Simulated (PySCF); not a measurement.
Species: C3H8OSi.
Atom-mapped SMILES: `[CH2:1]1[CH2:2][O:3][SiH2:4][CH2:5]1`

Structure used (GFN2-xTB), in Å, numbered top down from 1:
```xyz
13
C3H8OSi angstrom
C      0.2864   -0.9736    0.5090
C      1.3675    0.0441    0.1408
O      0.7834    1.3210    0.0319
Si    -0.8095    1.3105   -0.3369
C     -0.9691   -0.5899   -0.2749
H      0.6271   -1.9880    0.2981
H      0.0819   -0.8925    1.5781
H      2.1562    0.0976    0.8966
H      1.8232   -0.2133   -0.8226
H     -1.5306    2.0228    0.7120
H     -1.0247    1.8525   -1.6753
H     -0.9303   -1.0156   -1.2779
H     -1.8656   -0.9750    0.2035
```

Probes without a nucleus sit at each ring's centroid and 1 Å off its mean plane on both sides; NICS is minus the shielding there, NICSzz its component along the normal. Level: GIAO PBE0/pcSseg-1 (PySCF, non-relativistic, gas phase) on the GFN2-xTB geometry, one conformer.

Ring bond lengths (Å), with Mayer bond orders in brackets: C1–C2 1.530 (1.03), C2–O3 1.408 (0.89), O3–Si4 1.635 (0.99), Si4–C5 1.908 (0.91), C5–C1 1.529 (1.01).

Question: What do the NICS probes read (ppm)?

Answer: 
```
           ring                                                    type  NICS(0)  NICS(1), two faces  NICS(1)zz, two faces  rms pucker (Å)  centre to ring atoms, mean (Å)
C1–C2–O3–Si4–C5  5-membered ring with O and Si; formal bonds all single     -6.3         -3.6 / -3.1           -5.1 / -4.5            0.16                            1.34
```

Question: What do they say, and how far can they be read as aromaticity?

Answer: 
- C1–C2–O3–Si4–C5: mean NICS(1)zz -4.8 ppm, shielded. C1, C2, Si4, C5 have four or more neighbours; no verdict on aromaticity is drawn.

The run took 32 s of wall time on Intel Xeon at 2.50 GHz, one thread, no GPU (shared host), and the process peaked at 0.66 GiB of memory. This is the whole shielding run at PBE0/pcSseg-1, SCF included.
